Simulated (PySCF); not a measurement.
# C6H9F2: g tensor and hyperfine couplings

Species: C6H9F2 (doublet state).
Cartesian coordinates in Å at the GFN2-xTB level; atoms count from 1:
```xyz
17
C6H9F2 angstrom
C      3.0384    0.2367    0.2313
C      1.7954   -0.1192   -0.2120
F      1.7469   -0.7965   -1.3921
C      0.5891    0.1316    0.4086
C     -0.7370   -0.2717   -0.1336
C     -1.5408   -1.0416    0.9199
C     -1.5241    0.9722   -0.5808
F     -1.7621    1.8090    0.4801
H      3.1510    0.7753    1.1510
H      3.9150   -0.0147   -0.3345
H      0.6035    0.6728    1.3402
H     -0.6005   -0.8932   -1.0238
H     -2.4940   -1.3596    0.5044
H     -1.7308   -0.4074    1.7825
H     -0.9910   -1.9209    1.2455
H     -0.9638    1.5516   -1.3216
H     -2.5020    0.6875   -0.9825
```

The hyperfine couplings belong to this conformer and change with its torsions.

The species is `C=C(F)[CH][C@@H](C)CF` [radical].

Method: UKS B3LYP, pcH-1 on C F H, non-relativistic, mean-field spin-orbit, GIAO in PySCF 2.14.0. The structure is a single GFN2-xTB conformer in the gas phase; no vibrational or solvent corrections. The geometry wasn't refined by DFT: couplings that depend on bond lengths, twists or pyramidal angles can differ widely from those at the functional's own minimum. No stability test was run, so a lower SCF solution isn't excluded. ⟨S²⟩ is 0.776 where a pure state has 0.75.

| Item | Value |
| --- | --- |
| g1, g2, g3 | 2.00216, 2.00250, 2.00271 |
| g_iso | 2.00246 |
| Form of g | rhombic: the two nearest values differ by 37 % of g3 − g1 |
| ⟨S²⟩ | 0.7755 (exact 0.7500) |
| α and β electrons | 32, 31 |
| HOMO–LUMO gap, α and β orbitals | 6.64, 5.15 eV |
| Total energy | -433.71149 Eh |

Hyperfine couplings atom by atom, in mT; T1 to T3 are the principal values of the dipolar part (MHz turned into mT with g_iso):

```csv
atom,isotope,a_iso,T1,T2,T3,Mulliken spin population
C1,13C,1.88,-1.82,-1.77,3.59,0.66
C2,13C,-1.99,-1.08,0.46,0.63,-0.23
F3,19F,-1.14,-2.73,1.01,1.71,-0.01
C4,13C,2.04,-1.89,-1.85,3.75,0.66
C5,13C,-0.71,-0.05,0.02,0.03,-0.05
C6,13C,0.96,-0.09,-0.08,0.17,0.02
C7,13C,1.39,-0.13,-0.12,0.25,0.02
F8,19F,0.20,-0.16,0.01,0.15,0.00
H9,1H,-1.39,-0.77,-0.06,0.83,-0.03
H10,1H,-1.47,-0.89,-0.01,0.90,-0.03
H11,1H,-1.43,-0.79,-0.07,0.86,-0.03
H12,1H,0.16,-0.12,-0.09,0.21,0.00
H13,1H,0.34,-0.06,-0.04,0.10,0.01
H14,1H,-0.06,-0.09,-0.06,0.15,0.00
H15,1H,-0.04,-0.13,-0.05,0.17,0.00
H16,1H,-0.07,-0.13,-0.04,0.18,0.00
H17,1H,0.36,-0.08,-0.04,0.12,0.01
```

The largest Mulliken spin populations are on C1 (+0.66), C4 (+0.66) and C2 (-0.23). The angles at C1 add up to 360.0°, so it is planar; its axial dipolar tensor and the negative couplings of its protons fit spin in a p orbital normal to that plane.

Axes: g2 points within 4° of the C4–C5 bond.

Under fast tumbling the dipolar parts average out, and these isotropic splittings remain (the largest six): 1 × 1H (H10, I = 1/2, 2 lines) with 1.47 mT, 1 × 1H (H11, I = 1/2, 2 lines) with 1.43 mT, 1 × 1H (H9, I = 1/2, 2 lines) with 1.39 mT, 1 × 19F (F3, I = 1/2, 2 lines) with 1.14 mT, 1 × 1H (H17, I = 1/2, 2 lines) with 0.36 mT and 1 × 19F (F8, I = 1/2, 2 lines) with 0.20 mT.

Means are taken over nuclei equivalent by connectivity, which assumes that they swap fast. The three 1H nuclei of mean +2.3 MHz run from -1.6 to 9.6 MHz in the frozen geometry.

The 13C coupling of C4 (57.3 MHz) shows only in satellite lines or after enrichment, since that isotope makes up about 1.07 % of natural carbon.

Hardware: an Arm Neoverse N1 with one thread, shared host with 64 logical CPUs at a one-minute load of 38. Cost: 2.0 min of wall time (with the writing of density and orbital grids), 0.96 GiB resident at most.
